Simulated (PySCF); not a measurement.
PySCF input for C2H3AlFNO2, SMILES C[O][Al]([N]=C=O)[F], PBE/pcSseg-1. Coordinates come from a ωB97X-D3(BJ)/def2-SVP optimisation. The structure was generated by enumeration; whether it is a known compound was not checked. Other conformers were not sampled.

```python
import numpy as np
from pyscf import gto, scf, dft
from pyscf.prop.nmr import rks as nmr

mol = gto.M(
    atom='''
    Al   -0.47490105   -0.59257560    0.30917446
    F    -1.12292078   -1.29840481    1.65770247
    N     0.58435790    0.80425721    0.50506979
    C     1.29704648    1.75399220    0.69186401
    O     1.99099664    2.67794585    0.86526820
    O    -0.84823488   -1.22554702   -1.19601439
    C    -0.55197577   -0.95433633   -2.53713402
    H    -0.05595681   -1.82371328   -3.00202546
    H    -1.48013673   -0.75562077   -3.10018329
    H     0.11307034   -0.07846642   -2.65428044
    ''',
    basis='pcSseg-1',
    charge=0,
    spin=0,
    max_memory=1600,
    verbose=3,
)
mf = dft.RKS(mol, xc='pbe')
mf.grids.level = 3
mf.conv_tol = 1e-10
mf.max_cycle = 100
mf.kernel()
n = nmr.NMR(mf)
n.verbose = 2
n.max_cycle_cphf = 60
sigma = n.kernel()
print('atom   isotropic/ppm   span/ppm')
for i, s in enumerate(sigma):
    w = np.linalg.eigvalsh((s + s.T) / 2)
    print(f'{mol.atom_symbol(i):2s}{i + 1:3d} {w.mean():14.3f} {w[2] - w[0]:11.3f}')
```

It prints:

```
converged SCF energy = -625.092150337546
atom   isotropic/ppm   span/ppm
Al  1        484.914     129.175
F   2        356.800     155.000
N   3        225.895     181.549
C   4         58.051     339.080
O   5        193.742     317.051
O   6        309.116     134.200
C   7        123.187      85.774
H   8         27.184      10.451
H   9         27.182      10.463
H  10         27.049      10.417
```

Self-consistency was reached.
